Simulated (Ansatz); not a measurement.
```yaml
crystal:
  periodic: [false, false, false]
  atoms:
    - {symbol: K, position_ang: [0.392108, -2.845241, -2.838186]}
    - {symbol: K, position_ang: [2.009595, -0.068159, 0.047351]}
    - {symbol: K, position_ang: [-0.392554, 2.835145, 2.848109]}
    - {symbol: K, position_ang: [-2.009149, 0.078255, -0.057275]}
basis:
  gaussian: {orbitals: def2-mTZVP}
hamiltonian: {xc: {name: revPBE}}
scf: {omitted_lower_state_checks: [starts]}
output: {forces: true}
```

```sh
$ ansatz run in.yaml --threads 4 --pin off --events-out ev --progress --plain --max-ram 3916MiB
```

Shortened log:

```
Functional definition: revPBE
892 factors; integrals over basis functions are off by at most 9.9e-5 eV
mean field evaluation 1: about -65287.3206 eV, gradient 5.4e0 eV
mean field evaluation 2: about -65286.9188 eV, gradient 6.8e0 eV
mean field evaluation 4: about -65287.7467 eV, gradient 2.7e-1 eV
mean field evaluation 8: about -65287.7441 eV, gradient 3.2e-3 eV
mean field -65287.74414530 eV, -2399.2803437173 hartree, gradient 3.5e-5 eV, S^2 0.000000; 0 other end points of the search recorded, 0 dependent functions left out
reference -65287.74420605 eV, -2399.2803459499 hartree; 38, 38 occupied and 34, 34 virtual orbitals, 892 factors
Total energy: -65287.74420605 eV, -2399.2803459499 hartree
Atom 0 at     0.392108    -2.845241    -2.838186 Å, force    -0.007618    -0.047414    -0.048625 eV/Å
Atom 1 at     2.009595    -0.068159     0.047351 Å, force     0.080037     0.016976     0.022440 eV/Å
Atom 2 at    -0.392554     2.835145     2.848109 Å, force     0.007599     0.047713     0.048383 eV/Å
Atom 3 at    -2.009149     0.078255    -0.057275 Å, force    -0.080017    -0.017275    -0.022198 eV/Å
Dipole moment:    -0.000021     0.000599    -0.000552 e Å
Checks for a lower state left out: starts
```

It took 1.4 s on 4 threads of Arm Neoverse V1 on a shared host.

The restricted singlet is unstable towards broken spin symmetry at other levels; at RKS revPBE/def2-mTZVP this wasn't settled.
